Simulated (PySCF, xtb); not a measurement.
C2H7NSi2, SMILES [SiH2]1C=N[Si@H]1C.

Harmonic wavenumbers (cm⁻¹) from GFN2-xTB (xtb 6.7.1) at its own minimum, in rising order: 113, 123, 133, 262, 357, 388, 454, 486, 505, 584, 622, 688, 731, 770, 795, 812, 817, 846, 1230, 1364, 1486, 1486, 1598, 2175, 2209, 2221, 2957, 3036, 3038, 3039.

**Question.** What does PySCF with B3LYP-D3(BJ)/def2-SVP give at its own minimum? (An estimate is asked for; the answer gives what the named calculation found.)

**Answer.** 112, 148, 154, 260, 397, 446, 470, 585, 613, 645, 694, 711, 751, 753, 831, 894, 913, 946, 1266, 1295, 1426, 1432, 1596, 2182, 2193, 2209, 3001, 3030, 3122, 3131. Paired by order, the mean absolute difference is 45 cm⁻¹ and the zero-point energies are 50.5 and 51.8 kcal/mol.
